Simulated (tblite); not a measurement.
Write Cartesian coordinates for `C#CC1=CN=[C]O1` [radical] as optimised with GFN2-xTB. (Doublet state.)

```xyz
9
C5H2NO angstrom
C      2.460   -0.285    0.248
C      1.264   -0.202    0.148
C     -0.127   -0.145    0.041
C     -0.992    0.846   -0.353
N     -2.273    0.358   -0.269
C     -2.128   -0.838    0.149
O     -0.903   -1.244    0.367
H      3.505   -0.328    0.326
H     -0.793    1.844   -0.682
```

Orientation and origin are arbitrary. Atoms count from 1 in this order. The 7 heavy atoms lie in one plane (0.001 Å rms). The C–N distances run from 1.276 Å (N5–C6, aromatic) to 1.374 Å (C4–N5, aromatic), a spread of 0.098 Å. The 3 C–C bonds span 1.203 Å (C1≡C2, drawn triple) to 1.397 Å (C2–C3, drawn single), a spread of 0.194 Å. The 5-membered ring C3–C4–N5–C6–O7 has internal angles of 103.8° to 116.9° (sum 540°, against 540° for a flat polygon); it is planar, 0.00 Å rms from its mean plane, widest ring torsion 0°.

Bonds between heavy atoms (Å): C1≡C2 1.203, C2–C3 1.397, C3–C4 1.373, C4–N5 1.374, N5–C6 1.276, C6–O7 1.309, C3–O7 1.384.

Computed geometry: GFN2-xTB, gas phase. This method treats the open shell by occupation alone, without spin polarisation.

Point group: Cs (tolerance 0.08 Å). Its GFN2-xTB frequencies are all real (lowest 144 cm⁻¹).

Hardware: Arm Neoverse V2, one thread, no GPU, on a shared host. Cost: under 0.1 s wall. That covers the optimisation of the geometry.
